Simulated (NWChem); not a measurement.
System: CH$_{2}$N cation; SMILES C#[NH+]

The following NWChem deck was run.

```
start job
memory heap 200 mb stack 900 mb global 1100 mb
charge 1
geometry units angstroms noautoz
  C     -0.000289     0.595843     0.000000
  N      0.000538    -0.532715     0.000000
  H     -0.000787     1.678940     0.000000
  H      0.002959    -1.547745     0.000000
end
basis spherical
  C library 6-31g*
  N library 6-31g*
  H library 6-31g*
end
dft
  xc optx lyp
  iterations 150
  mulliken
end
task dft energy
```

Coordinates come from a PBE0-D3(BJ)/def2-TZVP optimisation.

Task: Predict the main results of this run. (OLYP/6-31G* (spherical d).) Quantities: energy (Ha); highest occupied level (eV); orbital gap (eV).

Result: 
```json
{
  "energy (Ha)": "-93.68",
  "highest occupied level (eV)": "-18.01",
  "orbital gap (eV)": "8.96"
}
```
